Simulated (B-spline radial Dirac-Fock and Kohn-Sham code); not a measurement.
## M5 emission of Xe⁴⁺

System: the Xe⁴⁺ ion in the configuration [Kr] 4d10 5s2 5p2, inside a Watson sphere of charge -4 and radius 2.2 Å (a model of the Madelung potential; inside it an electron's potential energy is raised by 26.2 eV).

Input of the calculation (task.json; shells as n, l, electrons):

```json
{"items": [{
  "Z": 54,
  "q": 4,
  "cfg": [[1, 0, 2], [2, 0, 2], [2, 1, 6], [3, 0, 2], [3, 1, 6], [3, 2, 10], [4, 0, 2], [4, 1, 6], [4, 2, 10], [5, 0, 2], [5, 1, 2]],
  "A": 132,
  "rrms": 4.7859,
  "watson": [-4, 2.2],
  "do": ["binding", "quiet", "decay"],
  "holes": ["K", "L1", "L2", "L3", "M1", "M2", "M3", "M4", "M5", "N1", "N2", "N3", "N4", "N5"]
}]}
```

Run with: `python xray_run.py task.json out`

Calculated with a radial atomic solver, using a relativistic independent-particle model: LDA orbitals of the hole state, radiative multipoles to third order, Auger rates from the Coulomb interaction with a continuum orbital, Dirac-Fock energies.

| line | multipole | energy (eV) | rate (s⁻¹) | share (%) |
| --- | --- | --- | --- | --- |
| Mζ1 (M5-N3) | E1 | 521.0 | 3.43e+11 | 94.4 |
| M5-N5 | E2 | 611.4 | 3.29e+08 | 0.0905 |
| M5-O3 | E1 | 674.6 | 2.00e+10 | 5.50 |

The listed lines hold 100.0 % of the radiative rate. The radiative width is 0.000239 eV in the length form and 0.000255 eV in the velocity form; the two differ because the transition energies are not eigenvalue differences of the potential that gave the orbitals.
